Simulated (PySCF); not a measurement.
## Radial density of Br (bromine, neutral)

UHF, [Ar] 3d10 4s2 4p5, 2P determinant. All numbers are calculated (PySCF 2.14, scalar relativity through the core potential, in cc-pVDZ-PP with ECP10MDF (4s3p2d, 23 functions)). This is the valence pseudo-density: the core potential removes the inner electrons and smooths the orbitals near the nucleus.

| r (bohr) | 4πr²ρ (e/bohr) | 4πr²(ρα − ρβ) |
| --- | --- | --- |
| 0.000635 | 2.317e-05 | 0.0000 |
| 0.00107 | 6.546e-05 | 0.0000 |
| 0.00180 | 0.0001844 | 0.0000 |
| 0.00302 | 0.0005153 | 0.0000 |
| 0.00508 | 0.001409 | 0.0000 |
| 0.00855 | 0.003634 | 0.0000 |
| 0.0144 | 0.008184 | 0.0000 |
| 0.0242 | 0.01507 | 0.0000 |
| 0.0407 | 0.03073 | 0.0000 |
| 0.0684 | 0.1519 | 0.0001 |
| 0.115 | 1.248 | 0.0005 |
| 0.194 | 7.354 | 0.0098 |
| 0.326 | 25.93 | 0.0806 |
| 0.548 | 31.46 | 0.0484 |
| 0.921 | 8.902 | 0.1179 |
| 1.55 | 4.571 | 0.5848 |
| 2.61 | 1.864 | 0.2880 |
| 4.38 | 0.1595 | 0.0241 |
| 7.37 | 0.0001458 | 0.0000 |

Energies and moments cover only the electrons outside the core potential.
